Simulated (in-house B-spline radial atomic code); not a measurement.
Configurations of Tb II (Tb+), with energies counted from [Xe] 4f9 6s1. All numbers are computed (scalar-relativistic (X2C) BHandHLYP, spin-polarised, spherical fractional occupations, exact exchange averaged over the configuration; Fermi nucleus of rms radius 5.06 fm) with a B-spline radial code for spherical atoms, not measured. Shells without spins written out take the highest spin.

Occupations are held fixed; configurations that lie above the ionisation limit could autoionise.

| configuration | E - E(ref) (eV) | highest orbital | its <r> (bohr) |
| --- | --- | --- | --- |
| [Xe] 4f8 5d1 6s1 | -0.67572 | 6s up | 3.624 |
| [Xe] 4f9 7d1 | 8.6636 | 7d up | 13.5 |
| [Xe] 4f9 6f1 | 9.1535 | 6f up | 14.91 |
| [Xe] 4f9 7f1 | 9.8168 | 7f up | 22.47 |
| [Xe] 4f8 6s1 7f1 | 10.455 | 7f up | 21.54 |
| [Kr] 4d10 4f9 5s2 5p5 5d1 6s1 | 22.801 | 6s up | 3.644 |

(1) Order these further configurations by energy, lowest first.
A. [Kr] 4d10 4f10 5s2 5p5 6s1
B. [Kr] 4d9 4f9 5s2 5p6 6s1 6d1
C. [Kr] 4d10 4f9 5s2 5p5 6s1 6f1
D. [Xe] 4f8 6s2
E. [Kr] 4d9 4f9 5s2 5p6 6s1 6f1

(2) How far above the reference does [Xe] 4f9 5d1 lie?

(3) Is the reference the lowest configuration at this level of theory?

Answers

(1) D (-0.57097 eV), A (25.951 eV), C (33.156 eV), B (154.52 eV), E (157.05 eV).

(2) 1.7769 eV; its least bound orbital is 5d up with <r> = 2.9 bohr.

(3) No: [Xe] 4f8 5d1 6s1 lies 0.6757 eV lower with this functional.
